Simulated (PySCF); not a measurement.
B3LYP has the VWN-RPA correlation part, as in Gaussian. Delta-SCF ions had no search for a lower state. Excitations are Tamm–Dancoff values on a coarser integration grid. The basis has no diffuse functions, so Rydberg states are missing or too high.

## C4H4BFS, SMILES `Bc1sccc1F` (charge 0, multiplicity 1)

Calculation: B3LYP-D3(BJ)/def2-TZVP // B3LYP-D3(BJ)/def2-SVP in PySCF 2.14.0.

| Property | Result |
|---|---|
| HOMO | -7.17 eV |
| dipole moment | 2.71 D |
| HOMO–LUMO gap | 4.82 eV |
| LUMO | -2.35 eV |
| S1 excitation (TDA) | 4.57 eV |
| S1 oscillator strength | 0.060 |
| brightest of the four lowest singlets (TDA) | 5.04 eV |
| T1 excitation (TDA) | 3.06 eV |
| S1–T1 gap (TDA) | 1.51 eV |
| vertical ionisation energy (Delta-SCF) | 9.32 eV |
| total energy | -18445.36 eV |
| cost | roughly 5 core-minutes |

```xyz
11

B      2.2009    -0.3191    -0.1142
C      0.6886    -0.2495    -0.0377
S     -0.3255    -1.6801    -0.0060
C     -1.7698    -0.7586     0.0783
C     -1.5325     0.6004     0.0845
C     -0.1450     0.8666     0.0188
F      0.3228     2.1088     0.0119
H      2.8435     0.6992    -0.1328
H      2.7586    -1.3874    -0.1562
H     -2.7407    -1.2517     0.1203
H     -2.3009     1.3714     0.1331
```
Charge 0, spin multiplicity 1.
